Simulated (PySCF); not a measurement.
Species: C₂H₇BFN.
Z-matrix (Å and degrees, PBE0-D3(BJ)/def2-SVP geometry), rows numbered from 1:
```
C 
N   1  1.4426
C   2  1.4402  1  115.21
B   2  1.3966  1  122.69  3  -179.86
F   4  1.3392  2  119.88  1    -0.01
H   1  1.0971  2  109.94  3   179.37
H   1  1.1047  2  111.14  3    59.24
H   1  1.1048  2  111.17  3   -60.48
H   3  1.1052  2  111.38  1   -60.46
H   3  1.0981  2  110.13  1   179.44
H   3  1.1050  2  111.34  1    59.36
H   4  1.2087  2  121.09  1   179.97
```

Theory: TDDFT PBE0/def2-SVPD, vertical, gas phase, core orbitals frozen in the response in PySCF.

Kohn–Sham orbitals with the atoms that hold most of them (Löwdin shares over 4%, at most four atoms; ? is withheld):

```json
{"orbital": "HOMO-3", "ε (eV)": "-10.99", "atoms": "C3 26%, N2 17%, C1 11%, H10 10%"}
{"orbital": "HOMO-2", "ε (eV)": "-10.73", "atoms": "C1 30%, C3 21%, H6 17%, H10 11%"}
{"orbital": "HOMO-1", "ε (eV)": "-9.60", "atoms": "?"}
{"orbital": "HOMO", "ε (eV)": "?", "atoms": "N2 50%, B4 10%, C3 10%, C1 9%"}
{"orbital": "LUMO", "ε (eV)": "0.60", "atoms": "?"}
{"orbital": "LUMO+1", "ε (eV)": "0.76", "atoms": "B4 42%, N2 17%, F5 15%, H12 14%"}
{"orbital": "LUMO+2", "ε (eV)": "1.33", "atoms": "C3 21%, B4 21%, H11 11%, H9 11%"}
```

Task: Give the leading atoms of the HOMO-1.

Result: B4 (bonded to F, N and H) 30%; H12 (bonded to B) 27%; F5 (bonded to B) 25%; N2 (bonded to B and 2 C) 10%.

Task: Which atoms hold the LUMO, and with what shares?

Result: B4 (bonded to F, N and H) 29%; C1 (bonded to N and 3 H) 16%; C3 (bonded to N and 3 H) 15%; H8 (bonded to C) 7%. By element: carbon 31%, boron 29%, hydrogen 7% or more.

Task: What is the HOMO energy, and the HOMO–LUMO gap?

Result: ε(HOMO) = -7.36 eV; the gap is 7.96 eV (0.2925 hartree).

Task: How does S1 compare with the orbital gap of 7.96 eV?

Result: S1 is at 6.73 eV (f = 0.011), 1.23 eV below the gap, made of HOMO→LUMO (99%). 

Task: One configuration dominates each of S1, S2 and S6. Which, and how do the shares of the two leading atoms of either orbital change from the occupied to the empty one?

Result: 
- S1 (6.73 eV, f 0.011), HOMO→LUMO (99%): N2 50% → at most 7%, B4 10% → 29%, C1 9% → 16%
- S2 (7.24 eV, f 0.248), HOMO→LUMO+1 (97%): N2 50% → 17%, B4 10% → 42%
- S6 (8.59 eV, f 0.020), HOMO-1→LUMO+1 (90%): B4 30% → 42%, H12 27% → 14%, N2 10% → 17%

Löwdin shares depend on the basis, the more so with diffuse functions.
